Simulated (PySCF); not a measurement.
**Computed properties of Al(H)(OH)2 (AlH3O2), SMILES [OH][AlH][OH]**

AlH3O2, SMILES [OH][AlH][OH]. Coordinates come from a B3LYP-D3(BJ)/def2-TZVP optimisation. The values are those of a single conformer. All values are computed for the isolated molecule unless a solvent is named; none is compared with measurement here.

**Structure.** The optimised structure has C2v symmetry. All 12 harmonic modes at B3LYP-D3(BJ)/def2-TZVP (PySCF) are real, so it is a minimum. With heavy atoms numbered as in [AlH:1]([OH:3])[OH:5], the shortest bond between them is Al1–O3 at 1.696 Å and the longest Al1–O5 at 1.696 Å.

**Vibrations.** The strongest infrared lines (harmonic, unscaled, degenerate partners summed) lie at 357 cm⁻¹ (344 km/mol, H 65 %, O 24 %, Al 11 %), 540 cm⁻¹ (228 km/mol, H 89 %, O 10 %), 682 cm⁻¹ (190 km/mol, H 93 %). The softest mode is at 249 cm⁻¹ and the zero-point energy is 21.2 kcal/mol.

**Electronic structure.** PBE0/def2-TZVPD (PySCF) places the frontier levels at -9.14 and -0.61 eV, a gap of 8.53 eV, and gives a dipole moment of 2.24 D and a mean polarisability of 34.5 bohr³.

**Excitations.** TDA-M06-2X/def2-SVPD (PySCF) has S1 at 7.64 eV (162 nm, f = 0.000, dark); the most intense of the 10 singlets computed lies at 8.45 eV (f = 0.29). T1 (TDA) is at 7.06 eV, 0.58 eV under S1. No vertical singlet excitation falls in the visible range (under 3.1 eV).

**NMR.** GIAO shifts at PBE0/pcSseg-2 (PySCF) (non-relativistic, atoms alike by connectivity averaged): ¹H from 1.5 to 4.1 ppm against TMS.
